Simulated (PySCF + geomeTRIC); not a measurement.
A geometry relaxed with M06-2X/def2-TZVP in PySCF + geomeTRIC, charge 0, multiplicity 2:

```xyz
4

Cl    -1.2250    -1.4818    -0.1703
Cl     1.8953    -0.3228    -0.1722
Si     0.0009    -0.0013     0.5213
Cl    -0.6689     1.7993    -0.1731
```

Task: Write the SMILES of this molecule.

Result: `Cl[Si](Cl)Cl`
